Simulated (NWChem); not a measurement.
System: AlH₃O₂; SMILES [OH][AlH][OH]

Parts of the log:

```
             Northwest Computational Chemistry Package (NWChem) 7.3.0
             --------------------------------------------------------

 CS  symmetry detected

                             Geometry "geometry" -> ""
                             -------------------------

 Output coordinates in angstroms (scale by  1.889725989 to convert to a.u.)

  No.       Tag          Charge          X              Y              Z
 ---- ---------------- ---------- -------------- -------------- --------------
    1 Al                  13.0000    -0.45793392    -0.01023580     0.00000000
    2 H                    1.0000    -2.03153776    -0.04713712     0.00000000
    3 O                    8.0000     0.36522457    -1.49317957     0.00000000
    4 H                    1.0000     1.31781901    -1.59787031     0.00000000
    5 O                    8.0000     0.45479450     1.42569270     0.00000000
    6 H                    1.0000     0.10670709     2.31796769     0.00000000

 Effective nuclear repulsion energy (a.u.)     101.2287578013

      Symmetry information
      --------------------

 Group name             Cs
 Group number              2
 Group order               2
 No. of unique centers     6

                                 NWChem DFT Module
                                 -----------------

 Summary of "ao basis" -> "ao basis" (spherical)
 ------------------------------------------------------------------------------
       Tag                 Description            Shells   Functions and Types
 ---------------- ------------------------------  ------  ---------------------
 Al                         def2-svp                 8       18   4s3p1d
 H                          def2-svp                 3        5   2s1p
 O                          def2-svp                 6       14   3s2p1d

      Symmetry analysis of basis
      --------------------------

        a'         45
        a"         16

[...]

                                NWChem TDDFT Module
                                -------------------

            General Information
            -------------------
           No. of orbitals :     122
            Alpha orbitals :      61
             Beta orbitals :      61
        Alpha frozen cores :       0
         Beta frozen cores :       0
     Alpha frozen virtuals :       0
      Beta frozen virtuals :       0
         Spin multiplicity :       1
    Number of AO functions :      61
        Use of symmetry is : off
      Symmetry adaption is : on
         Schwarz screening :  0.10D-07

              XC Information
              --------------
                  B3LYP Method XC Potential
              Hartree-Fock (Exact) Exchange   0.20
                 Slater Exchange Functional   0.80 local
             Becke 1988 Exchange Functional   0.72 non-local
       Lee-Yang-Parr Correlation Functional   0.81
           VWN I RPA Correlation Functional   0.19 local

             TDDFT Information
             -----------------
          Calculation type : Tamm-Dancoff TDDFT
         Wavefunction type : Restricted singlets
          No. of electrons :      32
           Alpha electrons :      16
            Beta electrons :      16
              No. of roots :       6
          Max subspacesize :    5200
            Max iterations :     100
               Target root :       1
           Target symmetry : none
      Symmetry restriction : off
                 Algorithm : Optimal
        Davidson threshold :  0.10D-03

    6 smallest eigenvalue differences (eV)
--------------------------------------------------------
  No. Spin  Occ  Vir  Irrep   E(Occ)    E(Vir)   E(Diff)
--------------------------------------------------------
    1    1   16   17 a'       -0.306    -0.000     8.305
    2    1   16   18 a"       -0.306     0.000     8.329
    3    1   15   17 a"       -0.310    -0.000     8.421
    4    1   15   18 a'       -0.310     0.000     8.445
    5    1   14   17 a'       -0.328    -0.000     8.926
    6    1   13   17 a"       -0.329    -0.000     8.939
--------------------------------------------------------

  Entering Davidson iterations
  Restricted singlet excited states

  Iter   NTrls   NConv    DeltaV     DeltaE      Time
  ----  ------  ------  ---------  ---------  ---------
    1      6       0     0.20E+00   0.10+100        1.8
    2     12       0     0.32E-01   0.40E-01        1.8
    3     18       0     0.34E-01   0.37E-02        1.8
    4     24       0     0.26E-01   0.11E-01        1.8
    5     30       1     0.85E-02   0.30E-02        1.9
    6     35       4     0.17E-02   0.10E-03        1.7
    7     37       5     0.23E-03   0.33E-05        1.2
    8     38       6     0.44E-04   0.56E-07        1.0
  ----  ------  ------  ---------  ---------  ---------
  Convergence criterion met

  Ground state a'       -394.608222850420 a.u.

  ----------------------------------------------------------------------------
  Root   1 singlet a"             0.260327653 a.u.                7.0839 eV
  ----------------------------------------------------------------------------
     Transition Moments    X  0.00000   Y -0.00000   Z  0.02805
     Dipole Oscillator Strength                    0.0001365568
     Electric Quadrupole                           0.0000001482
     Magnetic Dipole                               0.0000019020
     Total Oscillator Strength                     0.0001386070

[...]
```

Level: B3LYP/def2-SVP, TDA. Structure relaxed at the PBE0/def2-SVP level. B3LYP is NWChem's, with the RPA form of VWN correlation.

**Question.** Which NWChem input produces such a log?

**Answer.** This is not unique; one that fits is the input that was run:
```
start job
memory heap 200 mb stack 900 mb global 1100 mb
geometry units angstroms noautoz
  Al    -0.356546    -0.142380    -0.246479
  H     -1.527459    -0.944865    -0.926605
  O     -0.143838     1.477931    -0.700417
  H      0.532207     2.064763    -0.358379
  O      0.699090    -0.807354     0.910416
  H      0.679939    -1.704558     1.245047
end
basis spherical
  Al library def2-svp
  H library def2-svp
  O library def2-svp
end
dft
  xc b3lyp
  iterations 150
end
tddft
  cis
  nroots 6
  notriplet
end
task tddft energy
```
